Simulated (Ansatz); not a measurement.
Wavefunction ladder for CH₇BOSSi (`CB[SiH](O)S`)

```tsv
atom	x (Å)	y (Å)	z (Å)
C1	0.866	1.020	-1.069
B2	-0.431	0.687	-0.216
Si3	-0.800	-1.130	0.385
O4	0.148	-2.447	0.144
S5	0.148	0.369	1.814
H6	0.608	0.983	-2.133
H7	1.704	0.331	-0.923
H8	1.238	2.028	-0.865
H9	-1.357	1.448	-0.189
H10	-2.004	-1.629	1.087
H11	0.889	-2.335	-0.456
H12	-1.010	0.676	2.421
```

Total charge 0; spin multiplicity 1. The geometry is a stationary point of PBE0-D4/def2-TZVP. It is one conformer, not always the lowest. Frozen core, restricted reference, Ansatz. CBS rows extrapolate triple and quadruple zeta; past MP2 they add the triple-zeta difference.

| basis | HF (Eh) | MP2 corr. |
| --- | --- | --- |
| def2-TZVPP | -828.08160 | -0.83668 |
| def2-QZVPP | -828.10848 | -0.89940 |

Task: Estimate the CCSD correlation energy and the (T) correction in each basis where they were run (hartree).

Result: 
```
     basis  CCSD corr.       (T)
def2-TZVPP    -0.88839  -0.03763
 CBS(def2)    -0.99756     as TZ
```
